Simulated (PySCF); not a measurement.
C3H6N2Si. Atoms are numbered in the order given.

```xyz
12

N     -3.3384     0.9067    -0.6862
C     -2.5154     0.4115    -0.0317
C     -1.4510    -0.2097     0.7569
C     -0.1466    -0.3392    -0.0200
N      0.9627    -0.0582     0.5199
Si     2.5450    -0.2030    -0.2451
H     -1.2620     0.3664     1.6747
H     -1.7857    -1.2202     1.0548
H     -0.2637    -0.7108    -1.0611
H      3.1765     1.1400    -0.2243
H      2.4623    -0.7018    -1.6519
H      3.3494    -1.1460     0.5724
```

Coordinates come from a TPSSh-D3(BJ)/def2-SVP optimisation. The structure was generated by enumeration; whether it is a known compound was not checked. One conformer was computed; it need not be the lowest.

The numbers are results of PBE/pcSseg-1 (PySCF), not measurements.

GIAO shieldings, no solvent; atoms listed in one row are averaged. δ = σ(ref) − σ: ¹⁵N against NH3 (σ = 267.0 ppm); ¹³C against TMS (σ = 182.0 ppm); ²⁹Si against TMS (σ = 335.4 ppm); ¹H against TMS (σ = 31.49 ppm), references at their B3LYP-D3(BJ)/def2-TZVP geometries, non-relativistic.

```
nucleus          atoms  count  δ (ppm)
-------  -------------  -----  -------
¹⁵N                 N5      1    394.2
¹⁵N                 N1      1    315.1
¹³C                 C4      1    176.9
¹³C                 C2      1    118.0
¹³C                 C3      1     36.8
²⁹Si               Si6      1    -45.6
¹H                  H9      1     8.83
¹H       H10, H11, H12      3     5.20
¹H                  H8      1     3.50
¹H                  H7      1     3.33
```
